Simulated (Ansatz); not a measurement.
Computed with Ansatz on PBE0-D4/def2-TZVP structures; ΔE is electronic, products minus reactants. CCSD(T)/CBS is the MP2 limit (def2-TZVPP, def2-QZVPP) plus CCSD(T) − MP2 in def2-TZVPP, frozen cores. This one scheme is used for every species. Functionals use def2-TZVPP. B3LYP here is the variant with VWN-RPA as its local correlation; programs differ in this. HSE06 is defined as in plane-wave codes. For Ge, Se outer-core shells are correlated without core-valence functions, which leaves a few kJ/mol of doubt a bond. Scalar relativity is left out up to krypton. Each species was taken in one conformer, which may not be the lowest.

Consider the ligand exchange at a Ge–S bond: `[F][Ge]([F])([SH])[Cl]` + H₂Se → `[F][Ge]([F])([Cl])[SeH]` + H₂S.

`[F][Ge]([F])([SH])[Cl]`:

Z-matrix (Å, degrees):
```
Ge
F 1 1.714
S 1 2.174 2 112.8
F 1 1.711 2 105.3 3 116.9
Cl 1 2.112 2 106.2 3 -127.3
H 3 1.345 1 91.8 2 -73.7
```

H₂Se:

```xyz
3

Se   -0.455   -0.282    0.427
H    -0.115    1.095    0.051
H     0.570   -0.813   -0.477
```

`[F][Ge]([F])([Cl])[SeH]`:

Cartesian coordinates in Å:
```
F -0.048 2.063 0.409
Ge 0.212 0.379 0.233
F 0.488 -0.197 1.825
Cl 2.020 0.073 -0.819
Se -1.682 -0.516 -0.736
H -0.990 -1.801 -0.912
```

H₂S:

```xyz
3

S     0.605    0.128   -0.041
H    -0.494    0.627   -0.628
H    -0.111   -0.756    0.670
```

```json
{"level": "LDA (SPW92)", "ΔE (kJ/mol)": "-9.8", "difference from CCSD(T)/CBS": "2.0"}
{"level": "PBE-D4", "ΔE (kJ/mol)": "-11.9", "difference from CCSD(T)/CBS": "-0.1"}
{"level": "revPBE-D4", "ΔE (kJ/mol)": "-11.3", "difference from CCSD(T)/CBS": "0.5"}
{"level": "BLYP-D4", "ΔE (kJ/mol)": "-13.1", "difference from CCSD(T)/CBS": "-1.3"}
{"level": "r2SCAN-D4", "ΔE (kJ/mol)": "-10.5", "difference from CCSD(T)/CBS": "1.3"}
{"level": "B97M-V", "ΔE (kJ/mol)": "-6.6", "difference from CCSD(T)/CBS": "5.2"}
{"level": "PBE0-D4", "ΔE (kJ/mol)": "-11.4", "difference from CCSD(T)/CBS": "0.4"}
{"level": "B3LYP-D4", "ΔE (kJ/mol)": "-12.7", "difference from CCSD(T)/CBS": "-0.9"}
{"level": "r2SCANh-D4", "ΔE (kJ/mol)": "-10.5", "difference from CCSD(T)/CBS": "1.3"}
{"level": "r2SCAN0-D4", "ΔE (kJ/mol)": "-10.6", "difference from CCSD(T)/CBS": "1.2"}
{"level": "HSE06-D4", "ΔE (kJ/mol)": "-11.5", "difference from CCSD(T)/CBS": "0.3"}
{"level": "BHLYP-D4", "ΔE (kJ/mol)": "-12.7", "difference from CCSD(T)/CBS": "-0.9"}
{"level": "CAM-B3LYP-D4", "ΔE (kJ/mol)": "-10.9", "difference from CCSD(T)/CBS": "0.9"}
{"level": "ωB97X-V", "ΔE (kJ/mol)": "-10.1", "difference from CCSD(T)/CBS": "1.7"}
{"level": "ωB97M-V", "ΔE (kJ/mol)": "-10.5", "difference from CCSD(T)/CBS": "1.3"}
{"level": "B2PLYP", "ΔE (kJ/mol)": "-11.3", "difference from CCSD(T)/CBS": "0.5"}
{"level": "PBE-QIDH", "ΔE (kJ/mol)": "-10.7", "difference from CCSD(T)/CBS": "1.1"}
{"level": "PBE", "ΔE (kJ/mol)": "-11.4", "difference from CCSD(T)/CBS": "0.4"}
{"level": "revPBE", "ΔE (kJ/mol)": "-11.5", "difference from CCSD(T)/CBS": "0.3"}
{"level": "BLYP", "ΔE (kJ/mol)": "-12.3", "difference from CCSD(T)/CBS": "-0.5"}
{"level": "r2SCAN", "ΔE (kJ/mol)": "-10.4", "difference from CCSD(T)/CBS": "1.4"}
{"level": "PBE0", "ΔE (kJ/mol)": "-10.9", "difference from CCSD(T)/CBS": "0.9"}
{"level": "B3LYP", "ΔE (kJ/mol)": "-11.7", "difference from CCSD(T)/CBS": "0.1"}
{"level": "r2SCANh", "ΔE (kJ/mol)": "-10.4", "difference from CCSD(T)/CBS": "1.4"}
{"level": "r2SCAN0", "ΔE (kJ/mol)": "-10.4", "difference from CCSD(T)/CBS": "1.4"}
{"level": "HSE06", "ΔE (kJ/mol)": "-11.0", "difference from CCSD(T)/CBS": "0.8"}
{"level": "BHLYP", "ΔE (kJ/mol)": "-11.0", "difference from CCSD(T)/CBS": "0.8"}
{"level": "CAM-B3LYP", "ΔE (kJ/mol)": "-10.2", "difference from CCSD(T)/CBS": "1.6"}
{"level": "RPA@PBE/def2-TZVPP", "ΔE (kJ/mol)": "-10.5", "difference from CCSD(T)/CBS": "1.3"}
{"level": "MP2/def2-SVP", "ΔE (kJ/mol)": "-7.8", "difference from CCSD(T)/CBS": "4.0"}
{"level": "CCSD/def2-SVP", "ΔE (kJ/mol)": "-6.8", "difference from CCSD(T)/CBS": "5.0"}
{"level": "CCSD(T)/def2-SVP", "ΔE (kJ/mol)": "-6.8", "difference from CCSD(T)/CBS": "5.0"}
{"level": "HF/def2-TZVPP", "ΔE (kJ/mol)": "-9.6", "difference from CCSD(T)/CBS": "2.2"}
{"level": "MP2/def2-TZVPP", "ΔE (kJ/mol)": "-11.6", "difference from CCSD(T)/CBS": "0.2"}
{"level": "CCSD/def2-TZVPP", "ΔE (kJ/mol)": "-10.6", "difference from CCSD(T)/CBS": "1.2"}
{"level": "HF/def2-QZVPP", "ΔE (kJ/mol)": "-9.7", "difference from CCSD(T)/CBS": "2.1"}
{"level": "SCS-MP2/def2-QZVPP", "ΔE (kJ/mol)": "-11.5", "difference from CCSD(T)/CBS": "0.3"}
{"level": "HF/CBS(def2)", "ΔE (kJ/mol)": "-9.7", "difference from CCSD(T)/CBS": "2.1"}
{"level": "MP2/CBS(def2)", "ΔE (kJ/mol)": "-13.0", "difference from CCSD(T)/CBS": "-1.2"}
{"level": "CCSD/CBS(def2)", "ΔE (kJ/mol)": "-12.0", "difference from CCSD(T)/CBS": "-0.2"}
{"level": "CCSD(T)/CBS", "ΔE (kJ/mol)": "-11.8", "difference from CCSD(T)/CBS": "0"}
```

Largest T1 diagnostic among the species: 0.012.

At CCSD(T), def2-SVP lies +5.0 kJ/mol from the extrapolated value and def2-TZVPP +1.3 kJ/mol. Leaving LDA and LC-ωPBE aside and taking each functional with its dispersion term where it has one, the values spread over 6.5 kJ/mol, from BLYP-D4 to B97M-V.
